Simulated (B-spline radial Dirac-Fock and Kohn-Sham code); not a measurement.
# Dipole and non-dipole photoemission parameters of Ce 6s

System: the Ce atom in the configuration [Xe] 4f1 5d1 6s2; threshold 5.01 eV (orbital energy of the model). These are calculated numbers from a radial finite-basis atomic code; the model is Dirac-Hartree-Slater photoionisation with a Latter tail; cross sections with all multipoles, angular parameters from the dipole term and its interference with E2.

For linearly polarised light dσ/dΩ = σ/(4π) [1 + β P₂(cos θ) + (δ + γ cos²θ) sin θ cos φ], with θ from the polarisation vector and φ the angle between the beam and the projection of the electron momentum on the plane normal to the polarisation.

```
hν (eV)   σ (kb)      β       γ
   76.5     25.3  1.900   0.113
   79.9     24.1  1.904   0.121
     80     24.1  1.904   0.122
   93.2     20.3  1.915   0.149
    131     13.5  1.935   0.210
    206     7.33  1.951   0.275
    230     6.26  1.954   0.287
    266     5.07  1.957   0.300
    302        ?      ?       ?
    400     2.74  1.965   0.317
    437     2.39  1.966   0.316
    600     1.46  1.971   0.300
    730     1.07  1.973   0.277
    780    0.957  1.974   0.267
    828    0.868  1.974   0.257
   1000    0.635  1.976   0.219
   1250    0.435  1.978   0.164
   1440    0.340  1.979   0.124
   1480    0.324  1.979   0.116
 1486.9    0.321  1.979   0.115
   2190    0.161  1.982   0.000
 2984.4   0.0911  1.983  -0.077
   3010   0.0897  1.983  -0.079
   4470   0.0424  1.984  -0.116
 5414.7   0.0292  1.985  -0.093
   5720   0.0262  1.985  -0.081
   7660   0.0146  1.985   0.036
 8047.8   0.0132  1.985   0.065
  11400  0.00641  1.985   0.359
  15000  0.00355  1.985   0.702
```

Question: Give the values at 302 eV.

Answer: σ = 4.19 kb, β = 1.960, γ = 0.309. For an s subshell δ is negligible.
